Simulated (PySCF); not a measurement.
# SbAs at PBE0

Computed with PBE0; PySCF, scalar-relativistic core potentials, basis sets Sb def2-SVP with ECP28, As def2-SVP.

For SbAs, the state is triplet, unpaired electrons π ↑↑, a mixture of terms (⟨Lz²⟩ = 2.0), a second solution, started from another occupation and the bond length is 2.475 Å. The harmonic wavenumber is 290 cm⁻¹ and the force constant is 2.30 mdyn/Å. The rotational constant Be is 0.05948 cm⁻¹ and the anharmonicity ωexe is 0.540 cm⁻¹. The vibration–rotation constant αe is 0.000156 cm⁻¹ and the energy of the minimum from ground-state Sb + As is -1.55 eV. The bond order (Mayer) is 1.98 and the dipole moment (positive dipole means Sb(−)As(+)) is -0.73 D.

Spin–orbit coupling is left out, which matters for elements this heavy, above all for dissociation energies.
